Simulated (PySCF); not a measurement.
**Computed vibrations of [Ce(H2O)4]3+**

[Ce(H2O)4]3+ (singlet in the valence; each metal's 4f electrons, 1 of them, lie in its core potential, out of spins and levels). PySCF 2.14.0, RKS PBE0, Ce lcecp-1-SVP with ECP47, O def2-SVP, H def2-SVP; non-relativistic Hamiltonian with scalar-relativistic core potentials where named; density fitting; no spin-orbit coupling. Central differences of gradients.

```xyz
13

Ce    0.0000    0.0000    0.0000
O     1.3911    1.3932    1.3932
H     1.7586    1.1950    2.2825
H     1.7586    2.2825    1.1950
O    -1.3911   -1.3932    1.3932
H    -1.7586   -1.1950    2.2825
H    -1.7586   -2.2825    1.1950
O     1.3911   -1.3932   -1.3932
H     1.7586   -2.2825   -1.1950
H     1.7586   -1.1950   -2.2825
O    -1.3911    1.3932   -1.3932
H    -1.7586    2.2825   -1.1950
H    -1.7586    1.1950   -2.2825
```

Run from Python with OMP_NUM_THREADS=2. Where DIIS fails, smearing, a level shift and second-order steps follow.
It took 99 s on 2 threads of Arm Neoverse V1 (shared host).

**Question.** What are the harmonic wavenumbers and infrared intensities?

**Answer.** Modes are labelled in D2d; negative numbers are unstable modes, those under 60 cm⁻¹ near the noise; a finer grid moves soft modes by up to 10 cm⁻¹.
```tsv
cm⁻¹	km/mol	symmetry
-132	–	a2
-58	–	e
-58	–	e
-22	–	b1
33	4.9	b2
49	0.0	a1
74	0.0	b1
79	4.1	e
79	4.1	e
362	0.0	a1
366	17.5	e
366	17.5	e
371	13.5	b2
574	0.0	a2
595	23.3	e
595	23.3	e
602	0.0	b1
632	409.9	e
632	409.9	e
640	0.0	a1
650	930.1	b2
1676	183.5	b2
1676	161.8	e
1676	161.8	e
1681	0.0	a1
3642	583.0	e
3642	583.0	e
3643	658.5	b2
3659	0.0	a1
3684	0.0	a2
3687	0.0	b1
3687	750.0	e
3687	750.0	e
```

**Question.** Is this a minimum?

**Answer.** No: 3 unstable (and 1 more above −25 cm⁻¹, within the noise); the lowest moves the atoms so:
```
Ce   0.00  0.00  0.00
O    0.00  0.01 -0.01
H    0.29 -0.13 -0.16
H   -0.29  0.16  0.13
O    0.00  0.01  0.01
H    0.29 -0.13  0.16
H   -0.29  0.16 -0.13
O    0.00 -0.01  0.01
H   -0.29 -0.16 -0.13
H    0.29  0.13  0.16
O    0.00 -0.01 -0.01
H   -0.29 -0.16  0.13
H    0.29  0.13 -0.16
```

An lcecp potential fixes the number of 4f electrons, so in runs with it no electron can move into or out of that shell.
